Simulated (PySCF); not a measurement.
CBr: energy against distance

Set-up: basis C def2-SVP, Br def2-SVP; no relativity; PySCF 2.14. Energies in eV from C + Br in their ground configurations at the same level. State: ²Π (doublet), unpaired electrons π ↑.

All columns are PBE0. A positive dipole means C(−)Br(+).

```json
{"R (Å)": "1.567", "E (eV)": "-2.626", "μ (D)": "2.83", "Mulliken charge on C (basis-dependent)": "-0.25", "HOMO (eV)": "-5.46", "LUMO (eV)": "-2.64", "Mayer bond order": "1.68", "⟨S²⟩": "0.75"}
{"R (Å)": "1.640", "E (eV)": "-3.230", "μ (D)": "2.50", "Mulliken charge on C (basis-dependent)": "-0.18", "HOMO (eV)": "-5.75", "LUMO (eV)": "-2.88", "Mayer bond order": "1.62", "⟨S²⟩": "0.75"}
{"R (Å)": "1.713", "E (eV)": "-3.555", "μ (D)": "2.16", "Mulliken charge on C (basis-dependent)": "-0.12", "HOMO (eV)": "-6.04", "LUMO (eV)": "-3.11", "Mayer bond order": "1.56", "⟨S²⟩": "0.75"}
{"R (Å)": "1.767", "E (eV)": "-3.666", "μ (D)": "1.88", "Mulliken charge on C (basis-dependent)": "-0.08", "HOMO (eV)": "-6.25", "LUMO (eV)": "-3.29", "Mayer bond order": "1.52", "⟨S²⟩": "0.75"}
{"R (Å)": "1.822", "E (eV)": "-3.695", "μ (D)": "1.61", "Mulliken charge on C (basis-dependent)": "-0.04", "HOMO (eV)": "-6.45", "LUMO (eV)": "-3.46", "Mayer bond order": "1.48", "⟨S²⟩": "0.75"}
{"R (Å)": "1.877", "E (eV)": "-3.659", "μ (D)": "1.33", "Mulliken charge on C (basis-dependent)": "-0.01", "HOMO (eV)": "-6.65", "LUMO (eV)": "-3.63", "Mayer bond order": "1.45", "⟨S²⟩": "0.76"}
{"R (Å)": "1.950", "E (eV)": "-3.540", "μ (D)": "0.96", "Mulliken charge on C (basis-dependent)": "0.03", "HOMO (eV)": "-6.89", "LUMO (eV)": "-3.85", "Mayer bond order": "1.41", "⟨S²⟩": "0.76"}
{"R (Å)": "2.041", "E (eV)": "-3.312", "μ (D)": "0.50", "Mulliken charge on C (basis-dependent)": "0.06", "HOMO (eV)": "-7.18", "LUMO (eV)": "-4.11", "Mayer bond order": "1.37", "⟨S²⟩": "0.76"}
{"R (Å)": "2.150", "E (eV)": "-2.971", "μ (D)": "-0.02", "Mulliken charge on C (basis-dependent)": "0.10", "HOMO (eV)": "-7.47", "LUMO (eV)": "-4.40", "Mayer bond order": "1.32", "⟨S²⟩": "0.76"}
{"R (Å)": "2.296", "E (eV)": "-2.467", "μ (D)": "-0.66", "Mulliken charge on C (basis-dependent)": "0.13", "HOMO (eV)": "-7.77", "LUMO (eV)": "-4.75", "Mayer bond order": "1.27", "⟨S²⟩": "0.76"}
```

A fit through these points gives, at Re = 1.816 Å, μ = 1.64 D and dμ/dR = -5.10 D/Å; the reduced mass is 10.42 u.

Question: How strong is the fundamental in the double-harmonic approximation, I = 42.26·(dμ/dR)²/μred km/mol?

Answer: I = 42.26·(-5.10)²/10.42 = 105 km/mol at PBE0.

Spin–orbit coupling is left out. The state was picked by a PBE0 search and need not be the measured ground state.
